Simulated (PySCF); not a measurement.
OZr (SMILES [O]=[Zr]), singlet, geometry from GFN2-xTB (such geometries of metal compounds can be far from the true shape) (core potentials on Zr). Base run: M062X/def2-SVPD (PySCF).

Input for PySCF:
```python
from pyscf import gto, scf, dft, solvent

mol = gto.Mole()
mol.atom = '''
    Zr   -0.00000000   -0.00000000   -0.29196757
    O     0.00000000    0.00000000    1.45983784
'''
mol.basis = 'def2-svpd'
mol.ecp = {'Zr': 'def2-svpd'}
mol.verbose = 3
mol.build()

mf = dft.RKS(mol)
mf.xc = 'm062x'
mf.kernel()
mf.analyze()
```

Base: dipole (D) 7.18; HOMO-LUMO gap (eV) 1.70.

A changed run: ΔE vs base (kcal/mol) -28.78; dipole (D) 9.66; HOMO-LUMO gap (eV) 2.13.

### Question
Name the change that produced these shifts.
A. model = IEF-PCM; solvent = 2-propanol
B. model = COSMO; solvent = chloroform
C. model = IEF-PCM; solvent = dichloromethane
D. model = IEF-PCM; solvent = chloroform; lebedev_order = 11
E. model = IEF-PCM; solvent = chloroform; vdw_scale = 1.0

### Answer
E, model = IEF-PCM; solvent = chloroform; vdw_scale = 1.0

The base is the gas phase, so ΔE is the electrostatic part of solvation at a fixed geometry, without cavity and dispersion terms.
